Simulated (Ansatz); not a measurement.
Total energies of the cluster Hg2O⁺ (the lowest doublet isomer of a short search) from Ansatz at r2SCAN-D4/def2-TZVP, gas phase (1 Eh = 27.2114 eV = 2625.5 kJ/mol). The reference geometry is relaxed at PBE0-D4/def2-TZVP.

```
atom   x (Å)   y (Å)   z (Å)
 Hg1  -1.209   0.709  -1.242
 Hg2   0.742  -0.680   1.579
  O3   0.467  -0.029  -0.337
```

| state | geometry | energy (Eh) |
| --- | --- | --- |
| charge 1 doublet | reference | -381.96771 |
| charge 0 triplet | reference | -382.26227 |
| charge 1 quartet | relaxed at PBE0-D4/def2-TZVP | -381.94261 |

In the def2 sets Hg takes a core potential; there is no spin–orbit coupling.

Task: Work out the vertical electron affinity, to the triplet.

Result: E(charge 1 doublet) − E(charge 0 triplet) = -381.96771 − (-382.26227) = 0.29456 Eh = 8.02 eV.

Task: Which of the charge 1 states is lowest, and how far above it are the others?

Result: The doublet. quartet: -381.94261 − (-381.96771) = 0.02510 Eh = 65.9 kJ/mol.

The structure comes from a short search, and lower isomers may exist.
